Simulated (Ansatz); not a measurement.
Al₂S₂ (the lowest singlet isomer of a short search). Total charge 0; singlet. Geometry PBE0-D4/def2-TZVP, basis def2-TZVP, Ansatz.

Cartesian coordinates in Å:
```
Al 0.0546 2.2841 -0.8696
Al -0.0223 -0.8368 0.3025
S -0.2134 0.1284 -1.5867
S 0.1811 -1.5758 2.1539
```

```csv
run,HOMO (eV),LUMO (eV)
A,-9.20,-0.01
B,-6.10,-3.29
C,-6.00,-3.53
D,-6.91,-2.71
E,-7.77,-1.87
F,-6.51,-3.07
```

HSE06 is defined as in plane-wave codes, on full-range PBE exchange. The structure comes from a short search, and lower isomers may exist.

Problem. The runs used BHLYP, HF, HSE06, LDA (SPW92), PBE0, r2SCAN. Estimate which is which.

Solution. A HF (100 % exact exchange); B r2SCAN (0 % exact exchange); C LDA (SPW92) (0 % exact exchange); D PBE0 (25 % exact exchange); E BHLYP (50 % exact exchange); F HSE06 (range-separated). Exact exchange lowers occupied and raises empty levels; among semilocal functionals meta-GGAs tend to open the gap a little, and such runs are hard to tell apart. The gap grows from 2.47 eV (LDA (SPW92)) to 9.19 eV (HF).
